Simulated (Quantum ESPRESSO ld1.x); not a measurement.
The mean radii <r> (bohr) of the occupied orbitals of an atom or ion are listed with their occupations. All-electron calculation, scalar-relativistic Kohn-Sham, LDA (Slater exchange, Perdew-Zunger correlation), spin-polarised, spherical densities, point nucleus. Program: ld1.x of Quantum ESPRESSO 7.5.

| orbital | occ. | <r> |
|---|---|---|
| 1s up | 1 | 0.09716 |
| 1s down | 1 | 0.09715 |
| 2s up | 1 | 0.4811 |
| 2s down | 1 | 0.4806 |
| 2p up | 3 | 0.4434 |
| 2p down | 3 | 0.4428 |
| 3s up | 1 | 1.630 |
| 3s down | 1 | 1.650 |
| 3p up | 3 | 1.872 |

Name the element and its charge. Open shells, if any, are filled with parallel spins first.

Answer. Z = 16, sulfur, charge +1: S+ in [Ne] 3s2 3p3. The 1s radius gives Z: for a bare nucleus <r> = (2 gamma + 1)/(2Z) with gamma = sqrt(1 - (Z/c)^2), 0.09332 bohr for Z = 16, and screening makes it slightly larger (0.09716 here). The occupations add up to 15, and the charge is Z minus that.
